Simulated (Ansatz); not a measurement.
Consider the hydrogenolysis of the Sb–C bond: `[CH3][SbH][SiH3]` + H₂ → `[SiH3][SbH2]` + CH₄.

Program: Ansatz. Geometries: PBE0-D4/def2-TZVP. ΔE: electronic, gas phase. CBS: MP2 limit from def2 TZ/QZ plus the TZ coupled-cluster correction, frozen cores. This one scheme is used for every species. DFT in def2-TZVPP. Elements past krypton have def2 core potentials. For Sb outer-core shells are correlated without core-valence functions, which leaves a few kJ/mol of doubt a bond.

Is it downhill or uphill in electronic energy at CCSD(T)/CBS, and by how much? (Best estimate.)

Ansatz gave: Downhill: ΔE = -48.2 kJ/mol.

What do these levels give: r2SCANh-D4, CAM-B3LYP-D4, PBE-QIDH, PBE, CAM-B3LYP, RPA@PBE/def2-TZVPP? (Estimate.)

Computed: r2SCANh-D4 -56.0, CAM-B3LYP-D4 -61.1, PBE-QIDH -56.3, PBE -57.1, CAM-B3LYP -66.5, RPA@PBE/def2-TZVPP -52.0 kJ/mol.

Largest T1 diagnostic among the species: 0.014.

From r2SCAN to r2SCAN0 (25 % exact exchange), in def2-TZVPP and without D4, ΔE moves by −3.8 kJ/mol. At CCSD(T), def2-SVP lies −21.9 kJ/mol from the extrapolated value and def2-TZVPP −5.0 kJ/mol.
